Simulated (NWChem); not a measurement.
System meant: C2H6BeFN; SMILES C[N](C)[Be][F]

NWChem input:

```
start job
memory heap 200 mb stack 900 mb global 1100 mb
geometry units angstroms noautoz
  Be    -0.000101     1.072088     0.000000
  F     -0.000199     2.459933     0.000000
  N      0.000170    -0.433457     0.000000
  C     -0.000016    -1.237512    -1.210439
  C     -0.000016    -1.237512     1.210439
  H     -0.888135    -1.889074    -1.269137
  H      0.886803    -1.890938    -1.267967
  H      0.001201    -0.599909    -2.102264
  H      0.886803    -1.890938     1.267967
  H     -0.888135    -1.889074     1.269137
  H      0.001201    -0.599909     2.102264
end
basis spherical
  * library def2-svp
end
dft
  xc xpbe96 cpbe96
  iterations 4
  mulliken
end
task dft energy
```

End of the output:

```
    Atom       Charge   Shell Charges
 -----------   ------   -------------------------------------------------------
    1 Be   4     3.64   1.95  0.32  0.10  0.93  0.35
    2 F    9     9.26   1.98  1.01  0.77  3.22  2.27  0.00
    3 N    7     7.27   1.97  0.75  0.42  2.32  1.77  0.04
    4 C    6     5.98   1.96  0.57  0.29  1.86  1.18  0.10
    5 C    6     5.98   1.96  0.57  0.29  1.86  1.18  0.10
    6 H    1     0.99   0.65  0.27  0.06
    7 H    1     0.99   0.65  0.27  0.06
    8 H    1     0.97   0.64  0.26  0.06
    9 H    1     0.99   0.65  0.27  0.06
   10 H    1     0.99   0.65  0.27  0.06
   11 H    1     0.97   0.64  0.26  0.06

 center of mass
 --------------
 x =   0.00000000 y =   0.00000000 z =  -0.32016168

 moments of inertia (a.u.)
 ------------------
         815.851156119899          -0.000000000000          -0.000000000000
          -0.000000000000         646.638759212476          -0.000000000000
          -0.000000000000          -0.000000000000         191.889058302052

     Multipole analysis of the density
     ---------------------------------

     L   x y z        total         alpha         beta         nuclear
     -   - - -        -----         -----         ----         -------
     0   0 0 0     -0.000000    -19.000000    -19.000000     38.000000

     1   1 0 0     -0.000000     -0.000000     -0.000000      0.000000
     1   0 1 0      0.000000      0.000000      0.000000      0.000000
     1   0 0 1      0.755416      0.377708      0.377708     -0.000000

     2   2 0 0    -22.412210    -16.831254    -16.831254     11.250297
     2   1 1 0      0.000000      0.000000      0.000000      0.000000
     2   1 0 1     -0.000000     -0.000000     -0.000000      0.000000
     2   0 2 0    -20.292310    -68.814948    -68.814948    117.337586
     2   0 1 1     -0.000000     -0.000000     -0.000000      0.000000
     2   0 0 2    -27.096862   -180.957051   -180.957051    334.817239

 ------------------------------------------------------------------------
 dft energy failed                                                                                  0
 ------------------------------------------------------------------------
 ------------------------------------------------------------------------
  current input line :
    24: task dft energy
 ------------------------------------------------------------------------
 ------------------------------------------------------------------------
 This type of error is most commonly associated with calculations not reaching convergence criteria
 ------------------------------------------------------------------------
 For more information see the NWChem manual at https://nwchemgit.github.io

0:dft energy failed:Received an Error in Communication
```

Question: Find the fault in this run and fix the input.

Answer: Convergence was not reached. Cause: the SCF was allowed too few iterations. This input runs:
```
start job
memory heap 200 mb stack 900 mb global 1100 mb
geometry units angstroms noautoz
  Be    -0.000101     1.072088     0.000000
  F     -0.000199     2.459933     0.000000
  N      0.000170    -0.433457     0.000000
  C     -0.000016    -1.237512    -1.210439
  C     -0.000016    -1.237512     1.210439
  H     -0.888135    -1.889074    -1.269137
  H      0.886803    -1.890938    -1.267967
  H      0.001201    -0.599909    -2.102264
  H      0.886803    -1.890938     1.267967
  H     -0.888135    -1.889074     1.269137
  H      0.001201    -0.599909     2.102264
end
basis spherical
  Be library def2-svp
  F library def2-svp
  N library def2-svp
  C library def2-svp
  H library def2-svp
end
dft
  xc xpbe96 cpbe96
  iterations 150
  mulliken
end
task dft energy
```
It converges to -248.76186 Ha (PBE/def2-SVP).
